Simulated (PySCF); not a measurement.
silanone (H₂OSi), SMILES O=[SiH2]. The structure is a stationary point at B3LYP-D3(BJ)/def2-TZVP.

TDDFT-B3LYP/def2-TZVPD (PySCF) puts the lowest singlet excitations at 4.00, 5.86, 5.89, 6.17, 7.10, 7.13 eV and the lowest triplet (TDA) at 3.65 eV.

Task: What are the lowest singlet roots from PySCF with EOM-CCSD/aug-cc-pVDZ? (An estimate is asked for; the answer gives what the named calculation found.)

Result: 4.18, 6.12, 6.28, 6.48, 7.49, 7.52 eV; triplets 3.96, 4.39, 5.88 eV. S1 differs by 0.18 eV (second minus first; roots are paired by order, and the bases may differ).
